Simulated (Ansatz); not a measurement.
`[Br][AlH][Br]`, charge 0, multiplicity 1.

Task: Give a relaxed structure at PBE0-D4/def2-TZVP (Ansatz). (Estimate.)

Result: Ansatz gave: 
Z-matrix (Å, degrees):
```
Al
Br 1 2.241
Br 1 2.241 2 118.4
H 1 1.565 2 120.8 3 180.0
```
Point group C2v.
